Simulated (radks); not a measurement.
Er2+, configuration [Xe] 4f11 5d1 (not the ground configuration).

All-electron calculation, Dirac Kohn-Sham, PBE, spin-unpolarised, spherical densities, finite nucleus; open shells fill j = l - 1/2 first; Fermi nuclear charge, rms radius 5.2516 fm. Program: a radial shooting solver on a logarithmic mesh with Libxc functionals.

Energy parts (eV):
total: -356402.10
kinetic: 393299.55
electron-nucleus: -880433.20
Hartree: 138311.99
exchange-correlation: -7580.44

Orbitals (lengths in bohr, moments of r in powers of bohr):
1s1/2: occ. 2; eigenvalue (eV) -57314.68; <r> 0.02037
2s1/2: occ. 2; eigenvalue (eV) -9641.113; <r> 0.08590
2p1/2: occ. 2; eigenvalue (eV) -9184.872; <r> 0.07147
2p3/2: occ. 4; eigenvalue (eV) -8268.069; <r> 0.07875
3s1/2: occ. 2; eigenvalue (eV) -2177.240; <r> 0.2249
3p1/2: occ. 2; eigenvalue (eV) -1976.805; <r> 0.2146
3p3/2: occ. 4; eigenvalue (eV) -1784.275; <r> 0.2283
3d3/2: occ. 4; eigenvalue (eV) -1441.099; <r> 0.2013
3d5/2: occ. 6; eigenvalue (eV) -1399.029; <r> 0.2055
4s1/2: occ. 2; eigenvalue (eV) -446.8130; <r> 0.5077
4p1/2: occ. 2; eigenvalue (eV) -366.6400; <r> 0.5166
4p3/2: occ. 4; eigenvalue (eV) -323.2024; <r> 0.5478
4d3/2: occ. 4; eigenvalue (eV) -191.1242; <r> 0.5757
4d5/2: occ. 6; eigenvalue (eV) -183.2072; <r> 0.5867
4f5/2: occ. 6; eigenvalue (eV) -24.2105; <r> 0.7672
4f7/2: occ. 5; eigenvalue (eV) -23.0596; <r> 0.7811
5s1/2: occ. 2; eigenvalue (eV) -70.0896; <r> 1.236
5p1/2: occ. 2; eigenvalue (eV) -47.9811; <r> 1.384
5p3/2: occ. 4; eigenvalue (eV) -42.2712; <r> 1.486
5d3/2: occ. 1; eigenvalue (eV) -15.3254; <r> 2.275
5d5/2: occ. 0; eigenvalue (eV) -14.9060; <r> 2.332

The highest occupied level is 5d3/2 at -15.325 eV. The density falls to 0.001 e/bohr^3 at r = 3.61 bohr.
